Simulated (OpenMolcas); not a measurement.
# Levels of Fe VI by method

* Program: OpenMolcas 26.06
* Basis: ANO-R2 [6s5p4d2f1g]
* Scalar Hamiltonian: X2C, finite nucleus
* Active space: 3 electrons in 10 orbitals (3d 4d)
* State averaging: 2S+1 = 4 even, 10 roots; 2S+1 = 2 even, 40 roots
* Spin-orbit coupling: state interaction with AMFI integrals over the reference wave functions, term energies averaged over their components

Methods on the same reference wave functions:
A. CASSCF
B. SS-CASPT2, IPEA 0.25 Eh, imaginary shift 0.1 Eh (closed shells correlated: 3s 3p)
C. MS-CASPT2, IPEA 0.25 Eh, imaginary shift 0.1 Eh (closed shells correlated: 3s 3p)

Energies in cm⁻¹ above 3d³ ⁴F_3/2, the measured ground level; measured values from Corliss and Sugar, J. Phys. Chem. Ref. Data 11, 135 (1982).

```json
{"Level": "3d³ ⁴F_3/2", "A": "0.0", "B": "0.0", "C": "0.0", "Measured": "0.0"}
{"Level": "3d³ ⁴F_5/2", "A": "515", "B": "519", "C": "519", "Measured": "511"}
{"Level": "3d³ ⁴F_7/2", "A": "1212", "B": "1218", "C": "1218", "Measured": "1188"}
{"Level": "3d³ ⁴F_9/2", "A": "2071", "B": "2070", "C": "2070", "Measured": "2001"}
{"Level": "3d³ ⁴P_1/2", "A": "22807", "B": "19360", "C": "19360", "Measured": "18738"}
{"Level": "3d³ ⁴P_3/2", "A": "23004", "B": "19550", "C": "19550", "Measured": "18942"}
{"Level": "3d³ ²G_7/2", "A": "23363", "B": "21000", "C": "21000", "Measured": "20616"}
{"Level": "3d³ ⁴P_5/2", "A": "23650", "B": "20200", "C": "20200", "Measured": "19611"}
{"Level": "3d³ ²G_9/2", "A": "24070", "B": "21730", "C": "21730", "Measured": "21315"}
{"Level": "3d³ ²P_1/2", "A": "30859", "B": "26950", "C": "26950", "Measured": "26496"}
{"Level": "3d³ ²H_9/2", "A": "30875", "B": "29430", "C": "29430", "Measured": "28724"}
{"Level": "3d³ ²P_3/2 [65 %]", "A": "30932", "B": "26820", "C": "26820", "Measured": "26215"}
{"Level": "3d³ ²H_11/2", "A": "31404", "B": "29970", "C": "29970", "Measured": "29203"}
{"Level": "3d³ ²D_3/2(1) [67 %]", "A": "33795", "B": "29290", "C": "29290", "Measured": "28628"}
{"Level": "3d³ ²D_5/2(1)", "A": "34079", "B": "29360", "C": "29350", "Measured": "28484"}
{"Level": "3d³ ²F_7/2", "A": "52940", "B": "47410", "C": "47410", "Measured": "46217"}
{"Level": "3d³ ²F_5/2", "A": "53243", "B": "47710", "C": "47710", "Measured": "46604"}
{"Level": "3d³ ²D_5/2(2)", "A": "82069", "B": "74280", "C": "74290", "Measured": "71708"}
{"Level": "3d³ ²D_3/2(2)", "A": "82397", "B": "74600", "C": "74600", "Measured": "72049"}
```

Deviations, from unrounded energies. A percentage is the sum of absolute deviations over the sum of measured energies, with the sign that they share, or ± where signs differ.

```csv
Against measurement,Levels,A,B,C
mean absolute deviation (cm-1),18,4200,790,790
fine structure of the ground term (%),3,+2.7,+3.0,+3.0
other terms of the ground configuration (%),15,+15.1,+2.8,+2.8
```

B, C lie about equally close to measurement and A furthest from it. The largest miss of C in the table is 3d³ ²D_5/2(2), by +2600 cm-1. The ranking rests on the paired levels alone, and a cruder setting can come out closer through cancelling errors.

Between B and C the level of the table that moves most is 3d³ ²D_5/2(1), by 6.2 cm-1 (lowest in C, highest in B). Moves below CASPT2's spread within the term are not significant.

The two smallest mean deviations differ by little beside CASPT2's spread within terms, so their order carries little weight.

From A to B the spin-free energies of the other terms of 3d³ shown, above ⁴F, scale by factors of 0.84 to 0.95, as is usual when dynamic correlation screens the repulsion within a d or f shell.

The lowest spin-free term lies below A's lowest term by 0.344 hartree in B, 0.344 hartree in C.

CASPT2 does not keep the components of a term degenerate, so their means are used; among the terms shown or strongly mixed into the levels shown the widest spread is 1000 cm-1 (3d³ ⁴F, C). Active for correlation alone: 4d; no level in the range computed is led by a configuration that fills it, so any true level of that kind is missing. Without dynamic correlation excited terms often stand tens of per cent too high (terms of higher spin than the ground term too low), and those without a measured partner can miss by more than the paired ones (holds for A). Measured partners are found by configuration, term and J. A level has none where our copy of the source lacks it or the pairing is in doubt (some pairs that miss far off the trend of their configuration count as doubtful), and it then counts in no deviation. Levels of configurations outside the active space are missing.

A share in square brackets marks a mixed level and gives the weight of the term that names it, the lowest over the columns. A number in round brackets counts repeated terms of one configuration in the order of the reference energies.
